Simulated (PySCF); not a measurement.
## Excitation energy of Sr⁺ by level of theory

Sr⁺ [Kr] 5s1 (2S) → Sr⁺ [Kr] 5p1 (2P), as a difference of total energies. Computed with PySCF 2.14 in def2-TZVPPD with the def2 core potential (28 electrons), with a scalar-relativistic core potential. Correlated levels: valence and next inner shell: nothing frozen outside the core potential. The calculations carry no spin-orbit coupling.

| method | excitation energy (eV) | error (eV) |
| --- | --- | --- |
| UHF | 2.769 | -0.238 |
| MP2 (valence and next inner shell) | 3.005 | -0.002 |
| SCS-MP2 (valence and next inner shell) | 2.954 | -0.053 |
| CCSD (valence and next inner shell) | 2.976 | -0.031 |
| CCSD(T) (valence and next inner shell) | 2.988 | -0.019 |

Reference: 3.007 eV (measured; NIST levels, between the centres of gravity of the two terms).

Errors of the correlated levels include the incompleteness of this basis.
